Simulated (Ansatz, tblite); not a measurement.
Removing and adding an electron: Al₃O₉H₉, a hydroxylated oxide cluster. The state is a singlet with charge 0. Geometry: r2SCAN-D4/def2-SVP. Ansatz, gas phase; energy differences of separate SCF runs; the oxidised species was run as a doublet alone; the reduced species was run as a doublet alone.

```xyz
21

Al   -0.4599   -1.6973    0.5896
Al   -0.7836    1.0826   -0.9275
Al    1.5945    0.1238    0.8593
O    -0.7451    1.1699   -2.8732
O    -2.0464   -1.2790    1.1488
O     0.2028   -0.2378   -0.2639
O    -2.4575    0.7179   -0.8513
O    -0.3376   -3.2695   -0.0739
O     3.1558   -0.2506    0.2675
O     0.0171    2.5951   -0.7701
O     1.3861    1.6815    1.5947
O     0.8967   -1.3062    1.8103
H    -1.6651    1.1071   -3.1829
H    -0.4038    2.0516   -3.1043
H    -2.6873   -1.9720    1.3379
H    -2.6865    0.0907   -0.1415
H     0.4203   -3.6321   -0.5376
H     3.8791    0.3797    0.3066
H     0.5512    2.6980    0.0358
H     0.8233    1.8477    2.3563
H     1.3458   -1.9011    2.4195
```

The xTB rows come from tblite. Single mean-field runs in def2-TZVP are fitted with def2-universal-jkfit. HOMO above LUMO, or a gap near zero within one spin, warns that the state may not be the lowest or that an electron is smeared out.

```
            level  −HOMO (eV)  vertical IE (eV)  −LUMO (eV)  vertical EA (eV)  HOMO–LUMO gap (eV)  IE − EA (eV)                                                                   remarks
         GFN1-xTB       11.76             14.39        6.07              3.82                5.69         10.57                                                                         –
         GFN2-xTB       11.36             13.77        5.29              2.82                6.08         10.95                                                                         –
 PBE-D4/def2-TZVP        6.41              8.82        1.33             -0.38                5.08          9.20  HOMO above zero (-1 doublet), gap within one spin near zero (+1 doublet)
 B97M-V/def2-TZVP        6.84              9.14        1.15             -0.40                5.68          9.54  HOMO above zero (-1 doublet), gap within one spin near zero (+1 doublet)
PBE0-D4/def2-TZVP        8.10              9.82        0.44             -0.77                7.66         10.59                                              HOMO above zero (-1 doublet)
```

Relaxing the oxidised species (r2SCAN-D4/def2-SVP) changes its energy by -0.18 eV at PBE-D4/def2-TZVP, so the adiabatic ionisation energy to this nearest minimum is 8.64 eV. At PBE0-D4/def2-TZVP it is 9.41 eV. The gap within one spin of the relaxed charge 1 doublet nearly closes, so an electron or hole may be smeared out by delocalisation error.     A HOMO above zero means that the electron is unbound at that level or that self-interaction error raises the level; the energy of removing that electron tells which. Raw xTB energy differences between charge states are shifted by several eV; the methods need an empirical correction for them. Sets without diffuse functions give affinities that are too small. A negative affinity means that the extra electron isn't bound; its size then hangs on the basis.
